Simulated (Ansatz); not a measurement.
`C[SiH2]C(=N)Cl` → `N=CCl` + `C[SiH]` at 500 K and 1 bar (silylene formation by 1,1-elimination).

Isolated molecules relaxed with PBE0-D4/def2-TZVP in Ansatz; ΔE leaves out vibrations. CCSD(T)/CBS adds triple-zeta CCSD(T) − MP2 to the extrapolated MP2 energy (def2 sets, frozen cores). This one scheme is used for every species. Each species was taken in one conformer, which may not be the lowest.

```json
{"species": "`C[SiH2]C(=N)Cl`", "CCSD(T)/CBS energy (Eh)": "-883.26910", "H − E (kJ/mol)": "247.5", "S (J/(mol·K))": "424.8"}
{"species": "`N=CCl`", "CCSD(T)/CBS energy (Eh)": "-553.70684", "H − E (kJ/mol)": "105.7", "S (J/(mol·K))": "288.6"}
{"species": "`C[SiH]`", "CCSD(T)/CBS energy (Eh)": "-329.46712", "H − E (kJ/mol)": "135.7", "S (J/(mol·K))": "295.1"}
```

H − E and S are ideal-gas, rigid-rotor, harmonic terms from PBE0-D4/def2-TZVP, for one conformer and one mirror image of each species. 1 Eh = 2625.50 kJ/mol, R = 8.31446 J/(mol·K).

**Question.** By hand: ΔE, ΔH, ΔS and ΔG.

**Answer.** ΔE = (-553.70684) + (-329.46712) − (-883.26910) = 0.09514 Eh = 249.8 kJ/mol. Δ(H − E) = 105.7 + 135.7 − 247.5 = -6.1, so ΔH = 243.7 kJ/mol. ΔS = 288.6 + 295.1 − 424.8 = 158.9 J/(mol·K). ΔG = 243.7 − 500 × (158.9)/1000 = 164.2 kJ/mol.

**Question.** By hand: the equilibrium constant, and the temperature at which ΔG would vanish if ΔH and ΔS stayed fixed.

**Answer.** log₁₀ K = −ΔG/(RT ln 10) = -17.2. ΔG = 0 at ΔH/ΔS = 1534 K.

The number of gas molecules changes by +1, which sets the sign of ΔS. A doubt of 5 kJ/mol in ΔE shifts log₁₀ K by 0.5 here. Other conformers and mirror images would add mixing entropy, several J/(mol·K) or more a flexible species. Modes under 60 cm⁻¹, often nearly free rotors, make the harmonic entropy too high. These are equilibria of isolated gas molecules and say nothing of rates. Largest T1 diagnostic: 0.013 (customary marks: 0.02 for closed shells, 0.045 for open ones).
